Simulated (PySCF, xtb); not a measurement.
C3H9NSi2, SMILES N#CCC[SiH2][SiH3].

GFN2-xTB (xtb 6.7.1) at its own geometry gives an orbital gap of 4.39 eV and a dipole moment of 3.53 D.

Coordinates come from a B3LYP-D3(BJ)/def2-SVP optimisation. This is a generated structure with no PubChem entry under its InChIKey; it may be hypothetical. One conformer was computed; it need not be the lowest.

What does PBE/def2-TZVP in PySCF give? (Estimate from the structure and the level; the computed values follow.)

gap 6.04 eV (levels -7.16 and -1.13 eV), dipole 3.89 D.
